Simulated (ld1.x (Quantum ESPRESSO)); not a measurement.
## What the settings do to the TM potential of Pt

Base potential:

```json
{
 "Element": "platinum",
 "Generator": "ld1.x (Quantum ESPRESSO) 7.5",
 "Type": "norm-conserving Troullier–Martins (Kleinman–Bylander form)",
 "Functional": "PBEsol",
 "Relativity": "scalar-relativistic",
 "Frozen core": "[Xe] 4f14",
 "Valence charge": "10",
 "Reference configuration": "5d9 6s0 6p1",
 "Partial waves": "6s (bound, empty): rc 1.75 bohr; 6p (bound): rc 2.40 bohr; 5d (bound): rc 1.80 bohr",
 "Local potential": "all-electron potential smoothed inside 1.35 bohr (lloc = -1)",
 "Core correction": "none"
}
```

Cutoffs, loose and tight: the cutoffs (Ry, on a coarse ladder) from which the occupation-weighted sum of valence levels, in a spherical-Bessel basis at the reference potential, stays within 10 and 1 mRy of its value at 400 Ry. They do not see the model core or the augmentation charge, which bear on the density cutoff. Test errors are all-electron minus pseudo excitation energies from the reference, over the configurations 5d9 6s1 6p0; 5d9 6s0 6p0; 5d8 6s0 6p0; 5d9.5 6s0.5 6p0; 5d9 6s0.5 6p0; 5d7 6s0 6p0; 5d8 6s1 6p1. A dash means not determined; rows that change the core or the reference have their own tests.

A true bound ghost makes a file unfit for plane-wave use even where its test errors are small: the radial tests pick states by their node count and pass the ghost by.

```tsv
change	outcome	cutoff, loose	cutoff, tight	bound ghosts	largest test error (meV)
base	generated	40 Ry	50 Ry	s, p	-48
core correction a·sin(br)/r model core inside 0.90 bohr	generated	40 Ry	50 Ry	s, p	-161
core correction a·sin(br)/r model core inside 1.16 bohr	generated	40 Ry	50 Ry	s, p	-162
core correction a·sin(br)/r model core inside 1.54 bohr	generated	40 Ry	50 Ry	s, p	-161
core correction a·sin(br)/r model core inside 1.76 bohr	generated	40 Ry	50 Ry	s, p	-156
```

**Question.** What comes out with this change to the base: core correction a·sin(br)/r model core inside 2.10 bohr?

**Answer.** outcome: generated; cutoff, loose: 40 Ry; cutoff, tight: 50 Ry; bound ghosts: s, p; largest test error (meV): -137.
